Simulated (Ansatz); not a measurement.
Geometry optimisation, RKS BLYP-D4/6-31G* (Ansatz).

Input file:

```yaml
crystal:
  periodic: [false, false, false]
  atoms:
    - { symbol: Si, position_ang: [0.067282, -0.057108, 0.096572] }
    - { symbol: H, position_ang: [0.301132, 0.047015, 1.53289] }
    - { symbol: "N", position_ang: [1.812047, -0.002093, -0.220667] }
    - { symbol: C, position_ang: [2.613041, -1.196953, 0.0333] }
    - { symbol: H, position_ang: [2.10136, -2.099297, -0.345899] }
    - { symbol: H, position_ang: [3.591948, -1.127969, -0.486235] }
    - { symbol: H, position_ang: [2.829403, -1.361198, 1.119571] }
    - { symbol: C, position_ang: [2.480389, 1.222424, 0.231971] }
    - { symbol: H, position_ang: [3.476628, 1.313498, -0.250535] }
    - { symbol: H, position_ang: [1.882357, 2.10423, -0.055527] }
    - { symbol: H, position_ang: [2.637208, 1.248588, 1.340923] }
    - { symbol: O, position_ang: [-0.610152, 1.334753, -0.53844] }
    - { symbol: C, position_ang: [-1.990912, 1.495726, -0.88172] }
    - { symbol: H, position_ang: [-2.670188, 1.198081, -0.055784] }
    - { symbol: H, position_ang: [-2.157476, 2.565617, -1.099328] }
    - { symbol: H, position_ang: [-2.254523, 0.90817, -1.785359] }
    - { symbol: C, position_ang: [-0.775778, -1.633339, -0.515346] }
    - { symbol: H, position_ang: [-1.286718, -2.163291, 0.30535] }
    - { symbol: H, position_ang: [-1.526257, -1.404701, -1.290355] }
    - { symbol: H, position_ang: [-0.042591, -2.325353, -0.961184] }
basis:
  gaussian: { orbitals: "6-31G*" }
hamiltonian:
  xc: blyp
  dispersion: d4
relax:
  f_tol: 0.03
  max_steps: 50
```

Launched with:

```bash
$ ansatz run input.yaml --threads 4 --pin off --max-ram 5120MiB --backend cpu --events-out ev --progress --plain --runs-dir out
```

**Question.** Where does it end, and by what steps?

**Answer.** The run converged. After 30 steps the energy has fallen by 0.574 eV; H10 moved furthest, 1.80 Å.

| step | energy less start (eV) | largest force component (eV/Å) | accepted |
| --- | --- | --- | --- |
| 0 | 0.0000 | 1.316 | yes |
| 2 | -0.3309 | 0.371 | yes |
| 4 | -0.3587 | 0.337 | yes |
| 6 | -0.4005 | 0.129 | yes |
| 8 | -0.4401 | 0.226 | yes |
| 10 | -0.4622 | 0.460 | yes |
| 12 | -0.4745 | 0.411 | no |
| 14 | -0.5020 | 0.120 | yes |
| 16 | -0.5062 | 0.062 | yes |
| 18 | -0.5099 | 0.122 | yes |
| 20 | -0.5198 | 0.275 | yes |
| 22 | -0.5415 | 0.229 | yes |
| 24 | -0.5585 | 0.190 | yes |
| 26 | -0.5708 | 0.042 | yes |
| 28 | -0.5736 | 0.044 | yes |
| 30 | -0.5742 | 0.029 | yes |

```xyz
20
Properties=species:S:1:pos:R:3
Si -0.009 0.014 0.174
H -0.538 0.639 1.434
N 1.710 -0.102 0.366
C 2.541 -0.950 -0.494
H 1.946 -1.777 -0.911
H 2.987 -0.387 -1.341
H 3.373 -1.392 0.089
C 2.462 0.994 0.989
H 2.893 1.692 0.241
H 1.804 1.571 1.657
H 3.298 0.591 1.594
O -0.386 1.033 -1.121
C -1.740 1.414 -1.406
H -2.243 1.843 -0.517
H -1.721 2.180 -2.197
H -2.340 0.555 -1.766
C -0.765 -1.695 -0.110
H -0.520 -2.380 0.719
H -1.864 -1.625 -0.176
H -0.411 -2.151 -1.049
```

Whether the end is a true minimum wasn't checked by a vibrational analysis.

Run time: 70 s on 4 threads of Arm Neoverse V2, with other jobs on the host, peak memory 0.22 GiB.
